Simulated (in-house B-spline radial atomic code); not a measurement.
A fraction x of an electron is moved 3d → 4f in Sn IV (Sn3+), starting from [Kr] 4d10 5s1 and keeping the highest spin. Computed with a radial B-spline atomic code at the basis-set limit: scalar-relativistic (X2C) PBE, spin-polarised, spherical fractional occupations, Fermi nucleus of rms radius 4.6519 fm.

| x | E(x) - E(0) (eV) | 3d down level (eV) | 4f up level (eV) |
| --- | --- | --- | --- |
| 0 | 0.0000 | -502.444 | - |
| 0.125 | 61.7473 | -507.001 | -10.956 |
| 0.25 | 124.0166 | -511.529 | -11.266 |
| 0.375 | ? | ? | ? |
| 0.5 | 250.1301 | -520.480 | -11.857 |
| 0.625 | ? | ? | ? |
| 0.75 | 378.3162 | -529.269 | -12.427 |
| 0.875 | 443.1754 | -533.598 | -12.700 |
| 1 | 508.5392 | -537.880 | -12.964 |

What belongs in the row x = 0.375?

An energy change of 186.8121 eV; 3d down at -516.023 eV, 4f up at -11.563 eV.

What belongs in the row x = 0.625?

An energy change of 313.9662 eV; 3d down at -524.896 eV, 4f up at -12.145 eV.

Check Janak's theorem between x = 0.125 and 0.25.

The slope of the energy is 498.15 eV; the orbital levels give 498.15 eV (ε of the receiving orbital less ε of the emptying one, averaged over the two points).
